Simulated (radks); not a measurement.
Task: The mean radii <r> (bohr) of the occupied orbitals of an atom or ion are listed with their occupations. All-electron calculation, scalar-relativistic Kohn-Sham, exchange-only LDA, spin-polarised, spherical densities, point nucleus. Program: a radial shooting solver on a logarithmic mesh with Libxc functionals.

orbital  occ.      <r>
1s up       1  0.04406
1s down     1  0.04403
2s up       1   0.1882
2s down     1   0.1887
2p up       3   0.1625
2p down     1   0.1631

Name the element and its charge. Open shells, if any, are filled with parallel spins first.

Result: Z = 34, selenium, charge +26: Se26+ in [He] 2s2 2p4. The 1s radius gives Z: for a bare nucleus <r> = (2 gamma + 1)/(2Z) with gamma = sqrt(1 - (Z/c)^2), 0.0432 bohr for Z = 34, and screening makes it slightly larger (0.04406 here). The occupations add up to 8, and the charge is Z minus that.
